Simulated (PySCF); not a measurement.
## Radial density of Se⁺ (selenium, charge +1)

PBE0, [Ar] 3d10 4s2 4p3, high-spin 4S determinant. Computed with PySCF 2.14 in 6-31G* (5s4p3d, 32 functions), with no relativity, point nucleus.

```json
{"r (bohr)": "0.000823", "4πr²ρ (e/bohr)": "0.2139", "4πr²(ρα − ρβ)": "0.0000"}
{"r (bohr)": "0.00138", "4πr²ρ (e/bohr)": "0.5912", "4πr²(ρα − ρβ)": "0.0000"}
{"r (bohr)": "0.00233", "4πr²ρ (e/bohr)": "1.579", "4πr²(ρα − ρβ)": "0.0000"}
{"r (bohr)": "0.00392", "4πr²ρ (e/bohr)": "3.990", "4πr²(ρα − ρβ)": "0.0000"}
{"r (bohr)": "0.00659", "4πr²ρ (e/bohr)": "9.442", "4πr²(ρα − ρβ)": "0.0001"}
{"r (bohr)": "0.0111", "4πr²ρ (e/bohr)": "19.68", "4πr²(ρα − ρβ)": "0.0005"}
{"r (bohr)": "0.0186", "4πr²ρ (e/bohr)": "33.61", "4πr²(ρα − ρβ)": "0.0027"}
{"r (bohr)": "0.0314", "4πr²ρ (e/bohr)": "41.50", "4πr²(ρα − ρβ)": "0.0134"}
{"r (bohr)": "0.0527", "4πr²ρ (e/bohr)": "35.80", "4πr²(ρα − ρβ)": "0.0512"}
{"r (bohr)": "0.0887", "4πr²ρ (e/bohr)": "38.17", "4πr²(ρα − ρβ)": "0.1120"}
{"r (bohr)": "0.149", "4πr²ρ (e/bohr)": "48.99", "4πr²(ρα − ρβ)": "0.0601"}
{"r (bohr)": "0.251", "4πr²ρ (e/bohr)": "29.05", "4πr²(ρα − ρβ)": "0.0062"}
{"r (bohr)": "0.422", "4πr²ρ (e/bohr)": "31.96", "4πr²(ρα − ρβ)": "0.2810"}
{"r (bohr)": "0.710", "4πr²ρ (e/bohr)": "21.14", "4πr²(ρα − ρβ)": "-0.0014"}
{"r (bohr)": "1.19", "4πr²ρ (e/bohr)": "5.027", "4πr²(ρα − ρβ)": "0.9494"}
{"r (bohr)": "2.01", "4πr²ρ (e/bohr)": "2.752", "4πr²(ρα − ρβ)": "1.6408"}
{"r (bohr)": "3.38", "4πr²ρ (e/bohr)": "0.4317", "4πr²(ρα − ρβ)": "0.3404"}
{"r (bohr)": "5.68", "4πr²ρ (e/bohr)": "0.008056", "4πr²(ρα − ρβ)": "0.0076"}
```
